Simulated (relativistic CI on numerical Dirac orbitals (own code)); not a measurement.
Method of calculation: Dirac-Coulomb-Breit CI, separate exchange-only KLI orbitals for each configuration, a model potential for QED, unscaled Slater integrals (own radial code, finite nucleus).

The strongest absorption lines from the ground level of an ion, among the configurations computed and to levels below about 23200 eV (vacuum wavelength in nm, gf): 0.05351 (0.011), 0.05417 (0.02), 0.05543 (0.042), 0.05547 (0.014), 0.05835 (0.11), 0.05848 (0.038), 0.06865 (0.57), 0.06925 (0.2).

Which ion is it?
A. Kr³⁴⁺
B. Mo³⁸⁺
C. Y³⁷⁺
D. Mo⁴⁰⁺

D. Mo⁴⁰⁺ has 2 electrons and the ground level 1s² ¹S0; the strongest line goes to 1s2p ¹P°1. The pattern of lines fixes the number of electrons, and along that sequence the line energies rise steadily with the charge (about as its square where n changes within one kind of shell, about linearly where n is kept but much faster in heavy ions where fine structure, which grows about as Z⁴, sets the gap, and irregularly where shells cross), which fixes Z. Configurations outside the model, such as inner-shell arrays, can give stronger lines. At this charge energies of transitions that change n are usually good to better than 1 %, and those within a shell (Δn = 0) to a few per cent.

LS names give the leading component of a level, which can be under half, so a name can repeat, a term be missing and a line seem to break the LS rules.
